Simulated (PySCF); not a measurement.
C4H12Si.

```xyz
17

C     -1.0854     1.0854    -1.0854
Si     0.0000     0.0000     0.0000
C      1.0854     1.0854     1.0854
C      1.0854    -1.0854    -1.0854
C     -1.0854    -1.0854     1.0854
H     -1.7295     1.7295    -0.4819
H     -1.7295     0.4819    -1.7295
H     -0.4819     1.7295    -1.7295
H      1.7295     0.4819     1.7295
H      0.4819     1.7295     1.7295
H      1.7295     1.7295     0.4819
H      1.7295    -1.7295    -0.4819
H      1.7295    -0.4819    -1.7295
H      0.4819    -1.7295    -1.7295
H     -1.7295    -1.7295     0.4819
H     -0.4819    -1.7295     1.7295
H     -1.7295    -0.4819     1.7295
```

Coordinates come from a B3LYP-D3(BJ)/def2-TZVP optimisation.

These are PBE/pcSseg-2 in PySCF values and carry that method's errors. Non-relativistic, no solvent.

### Question
Give the absolute GIAO shielding of each atom: isotropic value and principal components (ppm). (An estimate is asked for; the answer gives what the named calculation found.)

### Answer

```tsv
atom	σ(iso)	σ11	σ22	σ33	span
C1	181.4	178.1	178.1	188.1	9.9
Si2	324.1	324.1	324.1	324.1	0.0
C3	181.4	178.1	178.1	188.1	9.9
C4	181.4	178.1	178.1	188.1	9.9
C5	181.4	178.1	178.1	188.1	9.9
H6	31.5	27.7	29.1	37.7	10.0
H7	31.5	27.7	29.1	37.7	10.0
H8	31.5	27.7	29.1	37.7	10.0
H9	31.5	27.7	29.1	37.7	10.0
H10	31.5	27.7	29.1	37.7	10.0
H11	31.5	27.7	29.1	37.7	10.0
H12	31.5	27.7	29.1	37.7	10.0
H13	31.5	27.7	29.1	37.7	10.0
H14	31.5	27.7	29.1	37.7	10.0
H15	31.5	27.7	29.1	37.7	10.0
H16	31.5	27.7	29.1	37.7	10.0
H17	31.5	27.7	29.1	37.7	10.0
```
